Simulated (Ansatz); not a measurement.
Basis-set extrapolation for C3H8OSi (`C1CO[SiH2]C1`) (PBE0-D4/def2-TZVP geometry, frozen core, the Gaussian-basis code of Ansatz). Multiplicity 1, RHF reference.

|  | def2-TZVPP | def2-QZVPP |
| --- | --- | --- |
| HF | -482.182953 | -482.201303 |
| MP2 correlation | -0.869498 | -0.929949 |
| CCSD(T) correlation | -0.951524 | not run |

Energies in hartree. Use E(X) = E(∞) + A·exp(−7.88·√X) for Hartree–Fock and E(X) = E(∞) + B·X^(−2.97) for correlation, with X = 3 and 4, and add CCSD(T) minus MP2 of the smaller set to the MP2 limit.

Task: What is the CCSD(T) energy at the basis-set limit?

Result: HF limit: -482.201303 + (-0.018350) × 0.13774 = -482.20383. MP2 limit: -0.929949 + (-0.060451) × 0.74074 = -0.97473. Higher-order term: -0.951524 − (-0.869498) = -0.08203. Total: -483.26059 hartree, 79.1 kcal/mol below CCSD(T)/def2-TZVPP.
